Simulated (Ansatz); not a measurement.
ClGe (SMILES [Cl][Ge]), doublet, geometry from GFN2-xTB; B3LYP/def2-TZVP run with Ansatz (a quantum-chemistry and plane-wave program).

Here is a job for Ansatz.
Ansatz 0.2 input:
```yaml
crystal:
  periodic: [false, false, false]
  atoms:
    - {symbol: Ge, position_ang: [-0.00000000, -0.00000000, -0.74753997]}
    - {symbol: Cl, position_ang: [0.00000000, 0.00000000, 1.40713406]}
basis:
  gaussian:
    orbitals: def2-TZVP
hamiltonian:
  xc: b3lyp
magnetization: {spin_polarized: true, initial_magnetization: 1}
accuracy: high
```

Q: What does Ansatz print? Leave out banner, timings and long lists.

A: 
```
Functional definition: B3LYP
1117 factors; integrals over basis functions are off by at most 4.6e-9 eV
mean field evaluation 1: about -69042.2445 eV, gradient 1.4e1 eV
mean field evaluation 2: about -69040.9578 eV, gradient 2.2e1 eV
mean field evaluation 4: about -69042.9063 eV, gradient 6.5e-1 eV
mean field evaluation 8: about -69042.9397 eV, gradient 8.0e-2 eV
mean field evaluation 16: about -69042.9397 eV, gradient 4.1e-5 eV
mean field evaluation 32: about -69042.9397 eV, gradient 1.8e-8 eV
mean field -69042.93970035 eV, -2537.2812350023 hartree, gradient 2.9e-8 eV, S^2 0.752818; 1 other end points of the search recorded, 0 dependent functions left out
reference -69042.93972623 eV, -2537.2812359537 hartree; 25, 24 occupied and 60, 61 virtual orbitals, 1117 factors
Total energy: -69042.93972623 eV, -2537.2812359537 hartree
```
